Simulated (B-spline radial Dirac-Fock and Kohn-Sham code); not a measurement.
# Core and valence levels of La⁴⁺

System: lanthanum as La⁴⁺ in the configuration 1s2 2s2 2p6 3s2 3p6 3d10 4s2 4p6 4d10 5s2 5p5; nuclear rms radius 4.855 fm (A = 139).

The run's input, task.json:

```json
{"items": [{
  "Z": 57,
  "q": 4,
  "cfg": [[1, 0, 2], [2, 0, 2], [2, 1, 6], [3, 0, 2], [3, 1, 6], [3, 2, 10], [4, 0, 2], [4, 1, 6], [4, 2, 10], [5, 0, 2], [5, 1, 5]],
  "A": 139,
  "rrms": 4.855,
  "do": ["binding"]
}]}
```

Command: `python xray_run.py task.json out`

Level of theory: multi-electron Dirac-Fock with separately optimised hole states, Breit and Lamb-shift corrections added in first order; a radial B-spline solver. Electron correlation is not included. Energies are counted from the vacuum level. Subshells whose hole state is unreliable or did not converge are left out.

All terms are in eV, carry their sign (relaxation lowers the binding energy) and add up to the binding energy; ⟨r⟩ is the mean radius of the orbital in the initial state.

```csv
subshell,−ε (Koopmans),relaxation,Gaunt,retardation,QED,binding energy,⟨r⟩ (bohr)
K,39192.5,-67.94,-106.32,8.88,-49.92,38977.2,0.025
L1,6377.6,-35.55,-10.23,0.63,-6.47,6326.0,0.107
L2,6000.8,-39.39,-18.11,2.02,0.39,5945.7,0.090
L3,5586.2,-37.75,-12.91,2.47,-0.33,5537.7,0.096
M1,1439.8,-14.78,-1.50,0.06,-1.37,1422.2,0.284
M2,1280.1,-15.41,-2.88,0.29,0.08,1262.2,0.274
M3,1197.3,-14.73,-1.88,0.39,-0.06,1181.0,0.286
M4,921.0,-16.59,-0.92,0.05,0.14,903.7,0.257
M5,903.6,-16.32,-0.49,0.06,0.09,886.9,0.261
N1,340.2,-4.69,-0.24,0.00,-0.30,335.0,0.653
N2,278.9,-4.52,-0.50,0.05,0.03,274.0,0.675
N4,158.7,-3.92,-0.05,0.00,0.04,154.8,0.760
N5,155.6,-3.83,0.03,0.00,0.03,151.8,0.770
O1,83.66,-0.59,-0.03,0.00,-0.05,82.98,1.533
"O2,3",62.89,-0.50,-0.05,0.01,0.00,62.36,1.736
```

For the deepest level, K (1s), the Breit terms make up -0.250 % of the binding energy, QED -0.128 % and orbital relaxation -0.174 %.

Going to the tabulated ground configuration of the next ion removes an electron from O2,3 (5p), computed at 62.36 eV. NIST lists 61.6 ± 0.6 eV as the ionisation energy of this species (semi-empirical), -0.76 eV from the computed value. Where a p, d or f shell is open in either ion the computed value averages over both j values and all terms, while the table refers to the lowest levels; that difference holds spin-orbit splitting (largest in heavy or highly charged ions), term energies where several electrons share open shells, and correlation, and it can reach 10 % or more.
